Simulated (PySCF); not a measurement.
C6H14OSi.
SMILES with atom numbers: `[CH3:1][CH2:2][SiH:3]1[CH2:4][CH2:5][O:6][CH2:7][CH2:8]1` (hydrogens: H9, H10, H11 on C1; H12, H13 on C2; H14 on Si3; H15, H16 on C4; H17, H18 on C5; H19, H20 on C7; H21, H22 on C8)

Geometry (PBE0-D3(BJ)/def2-SVP, Å), atoms numbered from 1 in this order:
```xyz
22
C6H14OSi angstrom
C      2.5340   -0.0303   -0.5766
C      1.6381    1.0275    0.0629
Si    -0.0876    0.4161    0.5088
C     -1.0685   -0.1884   -0.9893
C     -2.5594   -0.2422   -0.6474
O     -3.0678    0.9790   -0.1774
C     -2.6674    1.3330    1.1205
C     -1.2035    1.7721    1.2046
H      3.5267    0.3720   -0.8335
H      2.0941   -0.4279   -1.5054
H      2.6927   -0.8866    0.0986
H      2.1063    1.4263    0.9801
H      1.5172    1.8933   -0.6122
H      0.0116   -0.7024    1.5077
H     -0.9159    0.5242   -1.8188
H     -0.7223   -1.1749   -1.3397
H     -3.1551   -0.4931   -1.5397
H     -2.7454   -1.0427    0.1003
H     -3.3379    2.1501    1.4309
H     -2.8474    0.4857    1.8165
H     -0.9403    2.0293    2.2440
H     -1.0685    2.6850    0.5986
```

The closed-shell ground state was solved at several levels (PySCF, density fitting, gas phase, non-relativistic).

```csv
level,basis functions,total energy (Eh),HOMO (eV),LUMO (eV),gap (eV),dipole (D)
PBE0/pcSseg-1,213,-601.2506,-7.23,1.24,8.47,1.24
B3LYP/def2-SVPD,279,-601.5164,-7.06,0.43,7.49,1.26
```

Q: What might wB97X-D/pcSseg-1 (213 basis functions) give for the same quantities?

A: Total energy -601.6406 Eh, HOMO -9.12 eV, LUMO 3.01 eV, gap 12.13 eV, dipole 1.29 D.

Q: Over all these levels, which gives the widest orbital gap and which the narrowest?

A: wB97X-D/pcSseg-1 (range-separated hybrid) has the widest, 12.13 eV, and B3LYP/def2-SVPD (global hybrid, 20 % exact exchange) the narrowest, 7.49 eV. Functional and basis both differ between the two, so the spread mixes both effects.

Q: How far do the dipole and the HOMO energy spread over the levels?

A: The dipole runs from 1.24 to 1.29 D (mean 1.26 D) and the HOMO from -9.12 to -7.06 eV.

One conformer stands for the species.

Note: wB97X-D ran without an empirical dispersion term, which enters the total energy and its gradient alone.
